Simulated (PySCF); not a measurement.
H₄PSi, SMILES [SiH3][PH], multiplicity 2. Geometry: PBE-D3(BJ)/def2-TZVP. The isomer is the one that the SMILES or the coordinates give; other isomers of the formula were not compared.

Method: PBE-D3(BJ)/def2-TZVP in PySCF.

Harmonic wavenumbers (cm⁻¹): 177, 435, 457, 459, 743, 852, 899, 905, 2137, 2146, 2173, 2297. Rotational constants (GHz): 63.33, 5.748, 5.618; symmetry number 1.

Work out the zero-point energy and the ideal-gas rigid-rotor harmonic-oscillator thermochemistry at 298.15 K and 1 atm.

ZPE = ½ Σ hcν = ½ × 13681 cm⁻¹ = 81.83 kJ/mol. H − E(el) = 96.10 kJ/mol. Entropy in J/(mol K): translation 160.44, rotation 94.47, vibration 22.83, spin 5.76, total 283.50. G − E(el) = 11.57 kJ/mol. Cp = 67.93 J/(mol K).
